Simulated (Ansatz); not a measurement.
Consider the atomization: `[SiH3][NH][AlH][SiH2]Cl` → Al• + Cl• + 7 H• + N• + 2 Si•.

Computed with Ansatz on PBE0-D4/def2-TZVP structures; ΔE is electronic, products minus reactants. CBS: MP2 limit from def2 TZ/QZ plus the TZ coupled-cluster correction, frozen cores. This one scheme is used for every species, atoms too. DFT in def2-TZVPP. B3LYP here is the variant with VWN-RPA as its local correlation; programs differ in this. HSE06 is defined as in plane-wave codes. No spin–orbit coupling; open shells (•) take unrestricted orbitals. Spin–orbit coupling would lower the free atoms: a little for Al, Cl, Si. One conformer a species, not always the lowest.

CCSD(T)/CBS gives +3656.0 kJ/mol.

(1) Another level gave +3638.4 kJ/mol. Which?
A. HSE06-D4/def2-TZVPP
B. PBE0/def2-TZVPP
C. B3LYP/def2-TZVPP
D. B3LYP-D4/def2-TZVPP

Largest T1 diagnostic among the species: 0.018.

## Answers

(1) D. B3LYP-D4 3638.4, PBE0 3572.2, B3LYP 3586.3, HSE06-D4 3601.6 kJ/mol.

From BLYP to BHLYP (50 % exact exchange), in def2-TZVPP and without D4, ΔE moves by +8.0 kJ/mol. At CCSD(T), def2-SVP lies −291.4 kJ/mol from the extrapolated value and def2-TZVPP −112.8 kJ/mol: correlation converges slowly with the basis, and small sets miss more of it in the bonded molecule than in its fragments. Leaving LDA and LC-ωPBE aside and taking each functional with its dispersion term where it has one, the values, not all of them listed here, spread over 122.9 kJ/mol, from revPBE-D4 to ωB97X-V. LDA lies +449.9 kJ/mol from PBE without D4, its usual overbinding.

For atomizations the MP2-based limit and the directly extrapolated one differ by several kJ/mol either way, and by 10 to 25 for some Ge, Se and Sn compounds, so smaller differences from it don't rank the levels.
